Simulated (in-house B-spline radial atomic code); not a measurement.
The numbers below are computed, except where a source is named.
C6 from the polarisability at imaginary frequency: Li⁺

LDA VWN5 linear response of the closed shell 1s2, from a B-spline radial code for spherical atoms; scalar-relativistic (spin-free one-electron X2C), finite nucleus, no spin-orbit coupling.

The dispersion coefficient of two like species is C6 = (3/π) ∫ α(iu)² du from 0 to ∞.

```tsv
u (hartree)	α(iu) (bohr³)
0	0.2149
0.0849	0.2147
0.198	0.2136
0.339	0.211
0.566	0.2042
0.849	0.1925
1.27	0.1711
1.98	0.1345
2.83	0.09921
4.24	0.06219
7.07	0.02947
14.1	0.008943
```

**Question.** Fit one oscillator, α(iu) = α(0)/(1 + u²/ω²), through u = 4.24 and estimate C6.

**Answer.** From α(0)/α(iu) − 1 = 0.2149/0.06219 − 1 = 2.4555, ω = u/√2.4555 = 2.7058 hartree (73.6 eV). London's formula gives C6 = (3/4) α(0)² ω = 0.75 × 0.2149² × 2.7058 = 0.09372 hartree·bohr⁶, and the oscillator holds f = α(0) ω² = 1.57 electrons, of a sum of oscillator strengths of 2.0.

**Question.** How does that compare with the full integral?

**Answer.** The program's quadrature over all excitations gives C6 = 0.09109, so the single oscillator is off by +2.9 %. At the last point the fit gives α = 0.00763 against 0.00894: higher excitations, and deeper shells where there are any, keep the true curve higher at large u.
